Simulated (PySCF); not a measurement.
**K- (potassium, charge -1) across methods**

[Ar] 4s2, closed-shell 1S. Computed with PySCF 2.14 in dyall-acv3z (25s18p7d3f, 135 functions), with scalar relativity by spin-free X2C-1e.

```tsv
method	E (hartree)	mean ε 3s (eV)	mean ε 3p (eV)	mean ε 4s (eV)	Σ⟨r²⟩ (bohr²)	⟨S²⟩
UHF	-601.46139	-44.650	-22.668	-0.281	159.9	0.000
BLYP	-602.267	-31.270	-14.798	0.800	150.9	0.000
PBE	-602.047	-31.524	-15.004	0.695	136.9	0.000
r2SCAN	-602.212	-33.139	-15.829	0.655	136.8	0.000
PBE0	-602.085	-34.987	-17.083	0.366	132.0	0.000
```

Estimate the same row for LDA.

E (hartree) = -600.515; mean ε 3s (eV) = -31.272; mean ε 3p (eV) = -14.943; mean ε 4s (eV) = 0.665; Σ⟨r²⟩ (bohr²) = 133.8; ⟨S²⟩ = 0.000.

The outer electron is barely bound at this level, so radii and moments hang on the diffuse functions.

The highest occupied level is positive at LDA, BLYP, PBE, r2SCAN, PBE0: only the finite basis holds that electron, which in a density functional comes from self-interaction.
